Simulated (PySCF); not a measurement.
CSi₂, SMILES [Si]=C=[Si] (connectivity only; charge and spin as stated), neutral, multiplicity 1.

Geometry optimised at PBE-D3(BJ)/def2-TZVP. The geometry has at least one imaginary mode, so it is a saddle point at that level.

Method: PBE-D3(BJ)/def2-TZVP run with PySCF.

Frequencies are harmonic and unscaled.

Modes within 1.5 cm⁻¹ of each other (mostly degenerate sets) share a row, with their intensities summed.

Q: List the normal modes with their intensities. (An estimate is asked for; the answer gives what the named calculation found.)

A: 
| mode | ν (cm⁻¹) | IR (km/mol) | moving atoms (share of kinetic energy) |
|---|---|---|---|
| 1–2 | 73i | 5.2 | C 82 %, Si 18 % |
| 3 | 562 | 0.0 | Si 100 % |
| 4 | 1354 | 440.5 | C 82 %, Si 18 % |
